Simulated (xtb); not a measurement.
xtb input (GFN1-xTB):

```bash
xtb mol.xyz --gfn 1 --sp --chrg -1 --uhf 0
```
mol.xyz:
```
11

C     -2.23602167    -0.12907857    -0.00847515
C     -0.74449004    -0.17442297     0.11709029
C      0.00078433    -1.00543156     0.91725390
C      1.43907013    -0.87964936     0.88370247
C      1.73431041     0.10556828     0.00159997
S      0.28646737     0.88055291    -0.78711687
H     -2.65362397     0.84516866     0.27125001
H     -2.67888962    -0.88061286     0.65211477
H     -2.58029468    -0.33982218    -1.02771935
H     -0.51900633    -1.72877902     1.54778782
H      2.68641778     0.51328387    -0.31659222
```

End of the output:

```
         :::::::::::::::::::::::::::::::::::::::::::::::::::::
         ::                     SUMMARY                     ::
         :::::::::::::::::::::::::::::::::::::::::::::::::::::
         :: total energy             -17.082200025154 Eh    ::
         :: gradient norm              0.031910476469 Eh/a0 ::
         :: HOMO-LUMO gap              2.521318077469 eV    ::
         ::.................................................::
         :: SCC energy               -17.292873703963 Eh    ::
         :: -> electrostatic           0.122139069927 Eh    ::
         :: repulsion energy           0.215265391005 Eh    ::
         :: dispersion energy         -0.004591712196 Eh    ::
         :: halogen bond corr.         0.000000000000 Eh    ::
         :: add. restraining           0.000000000000 Eh    ::
         :: total charge              -1.000000000000 e     ::
         :::::::::::::::::::::::::::::::::::::::::::::::::::::

           -------------------------------------------------
          |                Property Printout                |
           -------------------------------------------------

    * Orbital Energies and Occupations

         #    Occupation            Energy/Eh            Energy/eV
      -------------------------------------------------------------
         1        2.0000           -0.6470083             -17.6060
       ...           ...                  ...                  ...
         4        2.0000           -0.3857848             -10.4977
         5        2.0000           -0.3715784             -10.1112
         6        2.0000           -0.3651729              -9.9369
         7        2.0000           -0.3607629              -9.8169
         8        2.0000           -0.3369233              -9.1682
         9        2.0000           -0.3117128              -8.4821
        10        2.0000           -0.2738547              -7.4520
        11        2.0000           -0.2610101              -7.1024
        12        2.0000           -0.2525128              -6.8712
        13        2.0000           -0.2404562              -6.5431
        14        2.0000           -0.1800409              -4.8992
        15        2.0000           -0.1661686              -4.5217
        16        2.0000           -0.1188515              -3.2341 (HOMO)
Note: The following floating-point exceptions are signalling: IEEE_DENORMAL
normal termination of xtb
        17                         -0.0261948              -0.7128 (LUMO)
        18                          0.0192883               0.5249
        19                          0.0439469               1.1959
        20                          0.0613374               1.6691
        21                          0.0846457               2.3033
        22                          0.0889666               2.4209
        23                          0.1034457               2.8149
        24                          0.1247742               3.3953
        25                          0.1316892               3.5834
        26                          0.1924879               5.2379
        27                          0.2145323               5.8377
       ...                                ...                  ...
        39                          0.8459143              23.0185
      -------------------------------------------------------------
                  HL-Gap            0.0926567 Eh            2.5213 eV
             Fermi-level           -0.0725232 Eh           -1.9735 eV

  Mulliken/CM5 charges         n(s)   n(p)   n(d)
     1C    -0.08085 -0.22197   0.999  3.082  0.000
     2C    -0.02197 -0.02225   1.075  2.947  0.000
     3C    -0.03284 -0.08018   1.056  2.977  0.000
     4C    -0.51566 -0.52013   1.339  3.176  0.000
     5C     0.00630 -0.03149   1.066  2.928  0.000
     6S    -0.20194 -0.23668   1.926  4.250  0.027
     7H    -0.00900  0.04236   1.009  0.000  0.000
     8H    -0.00191  0.05014   1.002  0.000  0.000
     9H    -0.00900  0.04236   1.009  0.000  0.000
    10H    -0.06259 -0.00734   1.063  0.000  0.000
    11H    -0.07053 -0.01481   1.071  0.000  0.000

Wiberg/Mayer (AO) data.
largest (>0.10) Wiberg bond orders for each atom

 ---------------------------------------------------------------------------
     #   Z sym  total        # sym  WBO       # sym  WBO       # sym  WBO
 ---------------------------------------------------------------------------
     1   6 C    3.989 --     2 C    1.013     8 H    0.986     7 H    0.981
                             9 H    0.981
     2   6 C    3.931 --     3 C    1.618     6 S    1.124     1 C    1.013
                             5 C    0.135
     3   6 C    3.976 --     2 C    1.618     4 C    1.222    10 H    0.970
                             6 S    0.107
     4   6 C    3.232 --     5 C    1.785     3 C    1.222     6 S    0.139
     5   6 C    3.918 --     4 C    1.785     6 S    0.980    11 H    0.980
                             2 C    0.135
     6  16 S    2.401 --     2 C    1.124     5 C    0.980     4 C    0.139
                             3 C    0.107
     7   1 H    1.019 --     1 C    0.981
     8   1 H    1.015 --     1 C    0.986
     9   1 H    1.019 --     1 C    0.981
    10   1 H    1.025 --     3 C    0.970
    11   1 H    1.034 --     5 C    0.980
 ---------------------------------------------------------------------------

Topologies differ in total number of bonds
Writing topology from bond orders to xtbtopo.mol

 dipole moment from electron density (au)
     X       Y       Z
  -2.0265   1.1022  -1.1199  total (Debye):    6.518

           -------------------------------------------------
          | TOTAL ENERGY              -17.082200025154 Eh   |
          | GRADIENT NORM               0.031910476469 Eh/α |
          | HOMO-LUMO GAP               2.521318077469 eV   |
           -------------------------------------------------

------------------------------------------------------------------------
------------------------------------------------------------------------
 total:
 SCF:
```

It need not be the lowest isomer of its formula. Whether it binds its extra electron was not tested at this geometry.
